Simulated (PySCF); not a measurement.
## Electron correlation in Sb²⁺ (antimony, charge +2)

[Kr] 4d10 5s2 5p1, 2P determinant. Computed with PySCF 2.14 in x2c-SVPall, with scalar relativity by spin-free X2C-1e. Frozen: [Kr] 4d10; 3 electrons correlated.

MP2 pair energies summed by pair of shells (mhartree):

```json
{"pair": "5s-5s", "energy": "-15.91", "share (%)": "60.1"}
{"pair": "5s-5p", "energy": "-10.57", "share (%)": "39.9"}
```

Total MP2 correlation energy: -26.48 mhartree.

Same-spin part -1.74 and opposite-spin part -24.74 mhartree; SCS-MP2 scales them by 1/3 and 6/5 to -30.26 mhartree.

```csv
level,correlation energy (mhartree)
CCSD,-39.32
(T),-0.28
CCSD(T),-39.60
```

Diagnostics: T1 = 0.0077, D1 = 0.0187, largest double amplitude 0.096.

Cost of the coupled-cluster step: 0.21 s of wall time on 1 thread of AMD EPYC 7R43 64-Core Processor (shared host), for 3 correlated electrons.
